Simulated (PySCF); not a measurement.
Simulated C 1s region for AlH2(OiPr) (`CC(C)[O][AlH2]`), binding energy against the vacuum level.

Every computed line was given a Gaussian of 0.6 eV full width at half maximum and an area set by the number of equivalent atoms; the highest printed point is 100. Level of theory: delta-SCF UKS SCAN, pcX-2 on the ionised atom, pcseg-1 elsewhere, spin-free X2C in PySCF.

| binding energy (eV) | intensity |
| --- | --- |
| 289.7 | 0 |
| 289.8 | 2 |
| 289.9 | 4 |
| 290.0 | 11 |
| 290.1 | 23 |
| 290.2 | 42 |
| 290.3 | 66 |
| 290.4 | 88 |
| 290.5 | 100 |
| 290.6 | 98 |
| 290.7 | 82 |
| 290.8 | 59 |
| 290.9 | 36 |
| 291.0 | 19 |
| 291.1 | 9 |
| 291.2 | 3 |
| 291.3 | 1 |
| 291.4 | 1 |
| 291.5 | 3 |
| 291.6 | 7 |
| 291.7 | 14 |
| 291.8 | 25 |
| 291.9 | 37 |
| 292.0 | 46 |
| 292.1 | 50 |
| 292.2 | 47 |
| 292.3 | 38 |
| 292.4 | 26 |
| 292.5 | 15 |
| 292.6 | 8 |
| 292.7 | 3 |
| 292.8 | 1 |
| 292.9 | 0 |
| 293.0 | 0 |

Task: Count the maxima, the lines and the sites behind this envelope.

Result: The curve has 2 maxima (at 290.5 and 292.1 eV). Under it lie 2 lines from 2 inequivalent carbon sites.

Task: Decompose the envelope and assign each component. Bonds: Al1–O4, O4–C5, C5–C6, C5–C7. Hydrogens: H2, H3 on Al1; H8 on C5; H9, H10, H11 on C6; H12, H13, H14 on C7.

Result: 
| position (eV) | relative area | line | atoms | environment |
| --- | --- | --- | --- | --- |
| 290.54 | 2 | C 1s | C6/C7 | carbon bonded to C and 3 H |
| 292.10 | 1 | C 1s | C5 | carbon bonded to 2 C, O and H |

Task: What are the centre and the root-mean-square width of the whole band?

Result: The area-weighted mean of the lines is 291.06 eV. Their own spread about it is 0.74 eV (rms) and each Gaussian has σ = 0.6/2.355 = 0.25 eV; the variances add, which gives 0.78 eV.

Lowest listed C 1s: C6/C7, bonded to C and 3 H. Highest, 1.56 eV above it: C5, bonded to O, 2 C and H.

Shake-up satellites, vibrational structure and lifetime widths aren't simulated. Topologically equivalent atoms share the value of their first member; where this conformer doesn't relate them by symmetry, their own values could differ. One conformer (not necessarily the lowest) at the PBE0-D3(BJ)/def2-SVP geometry, without solvent, vibrations or thermal averaging.
